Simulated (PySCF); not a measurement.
Gas-phase reaction: 2 In(CH₃)₃.NH₃ + 2 In(CH₃)₃ ⇌ 4 InH₃ + 3 C₄H₁₀ (isobutane) + N₂

Energies from PySCF, thermal terms from the rigid-rotor harmonic-oscillator model, ideal gas at 1 bar. † marks an energy on the PBE0/def2-TZVP geometry and frequencies; other levels use their own. MP2 and CCSD(T) freeze the core. All species are closed-shell singlets. B3LYP is the form with VWN-RPA correlation. In: scalar-relativistic def2 core potential, no spin-orbit coupling. Adducts (In(CH₃)₃.NH₃) have no counterpoise correction, and HF, PBE, BLYP, B3LYP and PBE0 lack dispersion. In(CH₃)₃.NH₃, InH₃: computed as isolated molecules; such fragments, hydroxides, amides, oligomers or adducts are transient or little studied in the gas. MP2 isn't extrapolated to the basis-set limit. CCSD(T) isn't extrapolated to the basis-set limit.

```tsv
level	ΔH°(298 K), kJ
B3LYP/def2-TZVP†	(withheld)
CCSD(T)/def2-SVP†	(withheld)
MP2/def2-SVP†	175
MP2/def2-TZVPP†	380
PBE/def2-TZVP†	282
PBE0/def2-SVP†	208
PBE0/def2-TZVP	272
r2SCAN/def2-TZVP†	293
LDA/def2-TZVP†	(withheld)
ωB97X-V/def2-TZVP†	(withheld)
```

Some entries are withheld; supply them.


- B3LYP/def2-TZVP†, ΔH°(298 K), kJ: 225
- CCSD(T)/def2-SVP†, ΔH°(298 K), kJ: 123
- LDA/def2-TZVP†, ΔH°(298 K), kJ: 337
- ωB97X-V/def2-TZVP†, ΔH°(298 K), kJ: 241
